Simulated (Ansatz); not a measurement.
Reaction (redistribution): `[F][Mo]([F])(=[S])([Cl])[Cl]` + `[OH][GaH][OH]` → `[OH][Mo]([F])(=[S])([Cl])[Cl]` + `[OH][GaH][F]`

Isolated molecules relaxed with PBE0-D4/def2-TZVP in Ansatz; ΔE leaves out vibrations. CBS: MP2 limit from def2 TZ/QZ plus the TZ coupled-cluster correction, frozen cores. DFT in def2-TZVPP. Elements past krypton have def2 core potentials. For Ga, Mo outer-core shells are correlated without core-valence functions, which leaves a few kJ/mol of doubt a bond. Scalar relativity is left out up to krypton. Each species was taken in one conformer, which may not be the lowest.

`[F][Mo]([F])(=[S])([Cl])[Cl]`:

Z-matrix (Å, degrees):
```
Mo
F 1 1.844
S 1 2.058 2 106.1
Cl 1 2.263 2 149.6 3 175.1
F 1 1.844 2 83.4 3 104.9
Cl 1 2.263 2 85.9 3 -103.6
```

`[OH][GaH][OH]`:

Cartesian coordinates in Å:
```
O -1.400 -0.124 0.213
Ga 0.337 0.290 0.234
O 1.266 -0.611 -0.984
H -1.935 0.343 0.857
H 1.013 1.309 1.181
H 0.718 -1.207 -1.500
```

`[OH][Mo]([F])(=[S])([Cl])[Cl]`:

Z-matrix (Å, degrees):
```
Mo
F 1 1.860
S 1 2.063 2 107.9
Cl 1 2.282 2 83.4 3 -102.3
O 1 1.854 2 86.2 3 103.5
Cl 1 2.286 2 146.9 3 -175.4
H 5 0.964 1 124.9 2 67.3
```

`[OH][GaH][F]`:

Z-matrix (Å, degrees):
```
Ga
O 1 1.771
F 1 1.746 2 111.1
H 1 1.545 2 128.8 3 180.0
H 2 0.959 1 114.5 3 -180.0
```

```tsv
level	ΔE (kcal/mol)
CAM-B3LYP	-0.1
HF/CBS(def2)	-1.5
```

Q: What does CCSD(T)/CBS give? (Estimate.)

A: Ansatz gave: -0.8 kcal/mol. The listed levels differ from it by 0.7, -0.7 kcal/mol.

Largest T1 diagnostic among the species: 0.024, so the coupled-cluster value is less sure than usual.

From BLYP to BHLYP (50 % exact exchange), in def2-TZVPP and without D4, ΔE moves by −1.5 kcal/mol. Leaving LDA and LC-ωPBE aside and taking each functional with its dispersion term where it has one, the values, not all of them listed here, spread over 1.5 kcal/mol, from BHLYP-D4 to PBE-D4.
